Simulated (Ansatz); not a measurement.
Reaction (formal exchange of groups at the Si–C bond): `O[SiH](F)CCl` + `C=C[SiH2]O` → `O[SiH2]/C=C\[SiH](O)F` + `CCl`

Program: Ansatz. Geometries: PBE0-D4/def2-TZVP. ΔE: electronic, gas phase. CCSD(T)/CBS adds triple-zeta CCSD(T) − MP2 to the extrapolated MP2 energy (def2 sets, frozen cores). This one scheme is used for every species. Functionals use def2-TZVPP. B3LYP here is the variant with VWN-RPA as its local correlation; programs differ in this. One conformer a species, not always the lowest.

`O[SiH](F)CCl`:

```xyz
9

O     1.021   -1.483   -0.382
Si   -0.367   -0.643   -0.439
F    -0.673   -0.122   -1.914
C    -0.272    0.873    0.658
Cl    1.278    1.713    0.348
H     1.836   -0.975   -0.401
H    -1.456   -1.557   -0.046
H    -0.293    0.610    1.717
H    -1.075    1.583    0.460
```

`C=C[SiH2]O`:

```xyz
10

C     0.592    1.389    0.642
C    -0.307    0.908   -0.213
Si   -0.412   -0.892   -0.659
O     0.615   -1.799    0.259
H     1.325    0.742    1.117
H     0.643    2.442    0.901
H    -1.014    1.604   -0.664
H    -1.823   -1.344   -0.493
H     0.002   -1.116   -2.066
H     0.378   -1.935    1.177
```

`O[SiH2]/C=C\[SiH](O)F`:

Cartesian coordinates in Å:
```
O 0.652 0.383 1.666
Si 1.106 1.399 0.441
C 0.406 0.844 -1.191
C -0.427 -0.185 -1.393
Si -1.151 -1.351 -0.132
O -0.068 -2.253 0.681
F -1.997 -0.461 0.915
H -0.249 0.471 1.990
H 0.665 2.793 0.717
H 2.587 1.345 0.394
H 0.722 1.422 -2.063
H -0.737 -0.384 -2.422
H -2.092 -2.286 -0.777
H 0.582 -1.738 1.173
```

`CCl`:

Cartesian coordinates in Å:
```
C 0.093 -0.112 0.010
Cl -1.034 1.250 -0.117
H 0.807 -0.050 -0.807
H -0.473 -1.039 -0.052
H 0.608 -0.049 0.966
```

Problem. Is it downhill or uphill in electronic energy at CCSD(T)/CBS, and by how much? (Estimate.)

Solution. Ansatz gave: Downhill: ΔE = -15.0 kJ/mol.

Problem. What do these levels give: r2SCAN-D4, ωB97X-V, B2PLYP, PBE0, B3LYP, HF/def2-TZVPP, MP2/def2-TZVPP, CCSD(T)/def2-TZVPP, HF/def2-QZVPP, SCS-MP2/def2-QZVPP, MP2/CBS(def2), CCSD/CBS(def2)? (Best estimate.)

Solution. The calculation gave: r2SCAN-D4 -18.0, ωB97X-V -16.4, B2PLYP -14.0, PBE0 -13.3, B3LYP -12.1, HF/def2-TZVPP -5.8, MP2/def2-TZVPP -15.8, CCSD(T)/def2-TZVPP -16.0, HF/def2-QZVPP -5.2, SCS-MP2/def2-QZVPP -13.6, MP2/CBS(def2) -14.8, CCSD/CBS(def2) -12.8 kJ/mol.

Largest T1 diagnostic among the species: 0.012.

The D4 term adds −9.0 kJ/mol with B3LYP and −5.2 kJ/mol with PBE0; it sums over pairs of atoms, weighted by their polarisabilities, and B3LYP, whose exchange is more repulsive, gets the larger term. In def2-TZVPP, CCSD(T) changes the Hartree–Fock value by −10.1 kJ/mol (the triples alone add −2.2 kJ/mol) and MP2 by −9.9 kJ/mol.
